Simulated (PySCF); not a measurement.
**Ions at one geometry of [PbF3(H2O)]+**

PySCF 2.14.0, RKS PBE0, Pb def2-SVP with ECP60, F def2-SVP, O def2-SVP, H def2-SVP; non-relativistic Hamiltonian with scalar-relativistic core potentials where named; density fitting; no spin-orbit coupling; singlets restricted, open shells unrestricted. The geometry is relaxed for charge +1, singlet, vacuum:

```xyz
7

Pb    0.0976   -0.1399    0.1399
F     0.9670    1.4001    1.0366
F    -1.2830   -1.1435    1.1435
F     0.9670   -1.0366   -1.4001
O    -1.2155    1.1636   -1.1636
H    -1.4221    2.0948   -0.9724
H    -1.4221    0.9724   -2.0948
```

Energies count from the relaxed state; an electron taken off or put on is at rest in vacuum. Charges and spins are Mulliken's.

```json
{"state": "charge +1, singlet, vacuum", "energy (eV)": "0.00", "spin squared": "0.00", "charge on Pb1 (e)": "1.60", "spin on Pb1 (e)": "0.00", "dipole about the centre of mass (D)": "5.58"}
{"state": "charge 0, doublet, vacuum", "energy (eV)": "-8.68", "spin squared": "0.76", "charge on Pb1 (e)": "1.12", "spin on Pb1 (e)": "0.42", "dipole about the centre of mass (D)": "5.65"}
```

Problem. What does the state charge +2, doublet, vacuum give?

Solution. energy (eV) 19.42, spin squared 0.82, charge on Pb1 (e) 1.80, spin on Pb1 (e) -0.11, dipole about the centre of mass (D) 5.52.

With an electron taken off (doublet) the charges change, summed by element, by Pb +0.20 e, F +0.70 e, O +0.03 e, H +0.07 e. The vertical ionisation energy is 19.42 eV, against −ε(HOMO) = 17.04 eV of the relaxed state. The level lies 2.4 eV too high, as is usual for semilocal functionals and global hybrids, which keep a self-interaction error.

With an electron put on (doublet) the charges change, summed by element, by Pb -0.48 e, F -0.43 e, O +0.01 e, H -0.10 e. The vertical electron affinity is 8.68 eV, against −ε(LUMO) = 11.13 eV of the relaxed state.

Open shells may have lower solutions than those found.
